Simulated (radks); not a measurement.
Question: All-electron atom: Tm in [Kr] 4d10 4f13 5s1 5p6 6s2 6p1 (not the ground configuration). Method: Dirac Kohn-Sham, exchange-only B88, spin-unpolarised, spherical densities, finite nucleus; open shells fill j = l - 1/2 first; Fermi nuclear charge, rms radius 5.2256 fm; computed with a radial shooting solver on a logarithmic mesh with Libxc functionals. Some entries of the table are withheld. Estimate them.

orbital  occ.  eigenvalue (eV)  <r> (bohr)
1s1/2       2        -59216.30         (1)
2s1/2       2        -9990.427     0.08430
2p1/2       2        -9524.572     0.07007
2p3/2       4        -8544.024     0.07746
3s1/2       2        -2249.319      0.2205
3p1/2       2              (2)      0.2103
3p3/2       4              (3)      0.2241
3d3/2       4        -1485.930      0.1973
3d5/2       6        -1440.670      0.2016
4s1/2       2        -447.7085      0.4980
4p1/2       2        -365.0987         (4)
4p3/2       4        -318.3989         (5)
4d3/2       4        -182.3712      0.5655
4d5/2       6        -173.8828      0.5769
5s1/2       1         -59.0181       1.219
5p1/2       2              (6)         (7)
5p3/2       4              (8)         (9)
4f5/2       6          -9.6769      0.7742
4f7/2       7          -8.4621      0.7914
6s1/2       2          -5.0503       3.574
5d3/2       0          -3.3744        (10)
5d5/2       0          -3.0062        (11)
6p1/2       1          -1.7747       4.893
6p3/2       0          -1.4153       5.376

Answer: 
(1) 1s1/2 <r> (bohr): 0.02001
(2) 3p1/2 eigenvalue (eV): -2043.960
(3) 3p3/2 eigenvalue (eV): -1836.916
(4) 4p1/2 <r> (bohr): 0.5064
(5) 4p3/2 <r> (bohr): 0.5384
(6) 5p1/2 eigenvalue (eV): -36.3301
(7) 5p1/2 <r> (bohr): 1.366
(8) 5p3/2 eigenvalue (eV): -30.3052
(9) 5p3/2 <r> (bohr): 1.473
(10) 5d3/2 <r> (bohr): 2.518
(11) 5d5/2 <r> (bohr): 2.621
